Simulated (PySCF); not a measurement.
Species: (GeH3)2PPF2, F₂Ge₂H₆P₂.
Atom-mapped SMILES: `[F:1][P:2]([F:3])[P:4]([GeH3:5])[GeH3:6]` (hydrogens: H7, H8, H9 on Ge5; H10, H11, H12 on Ge6)

Method used: PySCF 2.14.0, density-fitted response routines, TDDFT CAM-B3LYP/def2-SVPD, vertical, gas phase, core orbitals frozen in the response. The structure is a single PBE0-D3(BJ)/def2-SVP conformer in the gas phase; no vibrational or solvent corrections. The CAM-B3LYP/def2-SVPD calculation is non-relativistic and has no spin–orbit coupling, an omission that weighs most on germanium. Torsions of this conformer, `[F:1][P:2]([F:3])[P:4]([GeH3:5])[GeH3:6]`: F1–P2–P4–Ge5 171°.

Each state is given a Gaussian of 0.3 eV full width at half maximum, with ε(max) = 2.175×10⁸ f / Δν̃ (Δν̃ the width in cm⁻¹). The width is an assumption, not a result. The curve ends short of the highest state used, and states not computed would add to its high-energy end.

(E (eV), ε (L mol⁻¹ cm⁻¹)): (4.49, 2), (4.53, 5), (4.57, 13), (4.61, 30), (4.65, 64), (4.70, 147), (4.74, 253), (4.78, 396), (4.82, 561), (4.86, 721), (4.90, 840), (4.94, 887), (4.98, 851), (5.02, 749), (5.06, 623), (5.10, 538), (5.14, 582), (5.18, 864), (5.23, 1752), (5.27, 3040), (5.31, 4882), (5.35, 7145), (5.39, 9491), (5.43, 11428), (5.47, 12469), (5.51, 12328), (5.55, 11046), (5.59, 8968), (5.63, 6602), (5.67, 4413)

Task: Where are the band maxima, and which computed states make them?

Result: 251 nm (4.94 eV), ε about 890, made up of S1 (100%); 226 nm (5.49 eV), ε about 13000, made up of S2 (100%) (ε in L mol⁻¹ cm⁻¹; maxima over ε = 5, shares over 10%). The states used: S1 4.94 eV (f 0.0098); S2 5.49 eV (f 0.140); S3 6.04 eV (f 0.012); S4 6.15 eV (f 0.021); S5 6.22 eV (f 0.013); S6 6.27 eV (f 0.105).

Task: What would ε be at 5.49 eV, the highest of these maxima, with half the width (0.15 eV)?

Result: About 25100 L mol⁻¹ cm⁻¹ against 12600, a factor of about 1.99; a lone state at its own centre would give exactly 2.

Task: On this curve, what absorbance would a 10⁻³ mol/L sample give at 248 nm over a 1 cm path?

Result: 248 nm is 4.999 eV, where ε is about 810 L mol⁻¹ cm⁻¹, so A = ε c l ≈ 0.81 (Beer–Lambert, with the gas-phase spectrum and the assumed width).

Task: Coming from long wavelengths, where does ε first pass 100 L mol⁻¹ cm⁻¹?

Result: At about 265 nm (4.68 eV), 0.27 eV below S1.

Time: 70 s wall (grids of density and orbitals included); peak memory 1.1 GiB. Hardware: one thread of an Arm Neoverse V1, shared host with 32 logical CPUs at a one-minute load of 18.
